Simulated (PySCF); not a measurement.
# BH₃ + 3 Cl₂ → BCl₃ + 3 HCl

Level: B3LYP in the def2-TZVP basis family, all electrons, no relativity, computed in PySCF with density fitting; open shells unrestricted.

| species | state and structure | ZPE (kJ/mol) | H(298 K) − H(0) (kJ/mol) | S° (J/(mol K)) |
| --- | --- | --- | --- | --- |
| BH₃ | singlet, D3h, B–H 1.189 Å (×3) | 68.9 | 10.1 | 188.3 |
| Cl₂ | singlet, D∞h, Cl–Cl 2.014 Å | 3.2 | 9.2 | 223.0 |
| BCl₃ | singlet, D3h, B–Cl 1.746 Å (×3) | 19.8 | 14.0 | 289.6 |
| HCl | singlet, C∞v, H–Cl 1.282 Å | 17.6 | 8.7 | 186.7 |

Problem. Is the gas-phase reaction uphill or downhill in electronic energy at this level, and by how much?

Solution. At B3LYP/def2-TZVP, ΔE = -739.8 kJ/mol, downhill. 

Problem. Add zero-point, thermal and entropy terms for 298.15 K and 1 bar.

Solution. ΔZPE = -5.9 and Δ[H(298) − H(0)] = 2.4 kJ/mol give ΔH° = -743.3 kJ/mol. ΔS° = -7.6 J/(mol K), so ΔG° = -743.3 − 298.15 × (-0.0076) = -741 kJ/mol.

Only the bonding shown was studied: isomers, or loss of a ligand pair, can lie lower.
